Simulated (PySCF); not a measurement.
In(Cl)2(OAc) (C2H3Cl2InO2), SMILES CC(=O)[O][In]([Cl])[Cl].

Geometry: PBE-D3(BJ)/def2-SVP. The def2 effective core potentials stand for the cores of In; spin–orbit coupling is left out. The values are those of a single conformer.

Two levels are set side by side: PBE/def2-TZVP (PySCF) and HF/def2-TZVP (PySCF). Same geometry, gas phase. Differences are taken from unrounded values.

```
quantity                         HF
---------------------------  ------
orbital gap (eV)              13.50
highest occupied level (eV)  -12.45
lowest empty level (eV)        1.05
dipole moment (D)              3.57
```

### Question
What does PBE give, and how far is it from HF? (Estimate from the structure and the level; the computed values follow.)

### Answer

```
quantity                       PBE  PBE minus HF
---------------------------  -----  ------------
orbital gap (eV)              4.17         -9.33
highest occupied level (eV)  -7.60          4.85
lowest empty level (eV)      -3.42         -4.48
dipole moment (D)             3.45         -0.12
```

PBE's occupied levels lie high since its potential decays too fast outside the molecule; exact exchange lowers them and widens the gap. Differences between two approximate levels are no errors against the true value.

Rough cost on one machine, each run with all the roots and properties that it gave: HF against PBE about 1/8.
